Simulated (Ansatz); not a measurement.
Relaxation of CH6BClO (10 atoms, charge 0, multiplicity 1), to a largest force component of 0.03 eV/Å in at most 50 steps.

The calculation used Ansatz, RKS PBE/def2-SVP.

```xyz
10
Properties=species:S:1:pos:R:3:forces:R:3
B 0.007 0.279 -0.011 0.05 -0.19 -0.38
H 0.056 0.327 1.191 0.00 0.13 0.41
Cl 1.472 0.790 -0.857 -0.01 0.00 0.01
C -1.333 0.052 -0.785 -0.06 0.03 -0.03
H -2.049 -0.601 -0.246 -0.02 -0.01 0.00
H -1.836 1.045 -0.867 0.03 -0.01 0.01
H -1.194 -0.314 -1.822 0.01 -0.01 0.00
O 0.456 -2.193 0.673 -0.16 0.57 0.33
H -0.418 -2.524 0.391 0.01 0.02 0.03
H 0.223 -1.522 1.367 0.14 -0.52 -0.39
```

Q: Where does it end, and by what steps?

A: The forces met the threshold. After 31 steps the energy has fallen by 0.443 eV; H10 moved furthest, 1.43 Å. Joined: B1–O8 (2.60 → 1.73 Å).

```tsv
step	energy less start (eV)	largest force component (eV/Å)	accepted
0	0.0000	0.570	yes
2	-0.0368	0.407	yes
4	-0.1179	1.528	yes
6	-0.2563	1.138	yes
8	-0.2877	0.196	yes
10	-0.2966	0.114	yes
12	-0.3024	0.148	yes
14	-0.3121	0.432	yes
16	-0.3131	0.393	no
18	-0.3523	0.311	yes
20	-0.3825	0.161	yes
22	-0.3962	0.124	yes
24	-0.4205	0.252	yes
26	-0.4356	0.379	yes
28	-0.4416	0.101	yes
30	-0.4399	0.249	no
31	-0.4431	0.008	yes
```

```xyz
10
Properties=species:S:1:pos:R:3
B -0.267 -0.101 0.243
H -0.518 0.289 1.376
Cl 1.480 0.369 -0.270
C -1.362 0.034 -0.893
H -2.339 -0.389 -0.576
H -1.533 1.109 -1.115
H -1.066 -0.452 -1.846
O -0.006 -1.789 0.493
H 0.068 -1.906 1.462
H 0.927 -1.825 0.162
```

Whether the end is a true minimum wasn't checked by a vibrational analysis.

Time of the run: 87 s on 2 threads of Arm Neoverse N1, on a shared host, peak memory 0.15 GiB.
